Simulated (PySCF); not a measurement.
## Highest orbital energy against ionisation energy along group 14

Calculated with PySCF 2.14, no spin-orbit coupling. Each cell gives −ε(HOMO) / ΔSCF in eV; NIST values include spin-orbit coupling, (s) semi-empirical, (t) theoretical.

| species | UHF | LDA | PBE | PBE0 | r2SCAN | NIST (lowest levels) |
| --- | --- | --- | --- | --- | --- | --- |
| C⁺ (aug-cc-pVTZ, non-relativistic) | 24.858 / 24.150 | 17.796 / 24.751 | 17.945 / 24.832 | 19.784 / 24.815 | 18.629 / 24.984 | 24.383 |
| Si⁺ (aug-cc-pV(T+d)Z, non-relativistic) | 16.203 / 15.827 | 12.074 / 16.354 | 12.194 / 16.395 | 13.333 / 16.420 | 12.556 / 16.514 | 16.346 |
| Ge⁺ (aug-cc-pVTZ-PP with ECP10MDF, ECP) | 15.569 / 15.250 | 11.641 / 15.815 | 11.640 / 15.692 | 12.770 / 15.744 | 12.044 / 15.931 | 15.935 |
| Sn⁺ (aug-cc-pVTZ-PP with ECP28MDF, ECP) | 14.031 / 13.747 | 10.680 / 14.399 | 10.616 / 14.218 | 11.621 / 14.257 | 10.946 / 14.378 | 14.633 |
| Pb⁺ (aug-cc-pVTZ-PP with ECP60MDF, ECP) | 13.458 / 13.200 | 10.312 / 13.916 | 10.205 / 13.704 | 11.170 / 13.732 | 10.508 / 13.802 | 15.032 |

Task: How far is −ε(HOMO) from ΔSCF on average for each method, and why?

Result: UHF 0.39 eV; LDA -4.55 eV; PBE -4.45 eV; PBE0 -3.26 eV; r2SCAN -4.19 eV. Hartree-Fock orbital energies lack relaxation and so exceed the ΔSCF value; semilocal functionals have convex E(N) from self-interaction, so their HOMO lies far too high; exact exchange moves hybrids part of the way back.
